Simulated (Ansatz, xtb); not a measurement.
**Isomers of C5H3NO2S in order of energy**

4 gas-phase structures of C5H3NO2S, from a drawn sample of its isomers (lower ones may exist). Each was relaxed with GFN2-xTB; where two conformers were screened, the lower at r2SCAN-D4/def2-SVP is listed:

A. `N#C/C=C/C(=S)OC=O`, a singlet
B. `C=C(OC=O)C(=S)C#N`, a singlet
C. `O=CC1=CC(=O)C=NS1`, a singlet
D. `O=CC1=CC(=O)N=CS1`, a singlet

Problem. Estimate their order in r2SCAN-D4/def2-SVP energy at these geometries, lowest first.

Solution. Calculated order at r2SCAN-D4/def2-SVP: D (0.0), C (10.9), A (19.2), B (24.3) kcal/mol.

Energies above the lowest of each column, in kcal/mol; the last columns are at B3LYP/def2-SVP geometries and were run for some of them only (a dash: not run or not comparable):

| structure | GFN2-xTB | HF/STO-3G | r2SCAN-D4/def2-SVP | B3LYP/def2-SVP | CCSD(T)/def2-SVP + ΔMP2/def2-TZVPP |
| --- | --- | --- | --- | --- | --- |
| D | 0.0 | 0.0 | 0.0 | 0.0 | 0.0 |
| C | 5.2 | 11.6 | 10.9 | 9.9 | 7.9 |
| A | 18.2 | 20.0 | 19.2 | 12.6 | 11.0 |
| B | 24.8 | 24.2 | 24.3 | – | – |

Every level run on D puts it lowest or level with the lowest. Flexible structures stand in one conformer each, not always the lowest. Frequencies (GFN2-xTB) were run for A, C, D alone. The ΔMP2 step shifts differences by up to 6.6 kcal/mol, which makes them less sure. ΔMP2 is the change of the MP2 energy from the smaller to the larger basis.

Over these structures GFN2-xTB departs from r2SCAN-D4/def2-SVP by 2.1 kcal/mol on average once a common shift is removed. A GFN2-xTB relaxation took about 0.095 s and the r2SCAN-D4/def2-SVP energy about 2.2 s on a shared host (Ansatz 0.2.0, xtb 6.7.1).
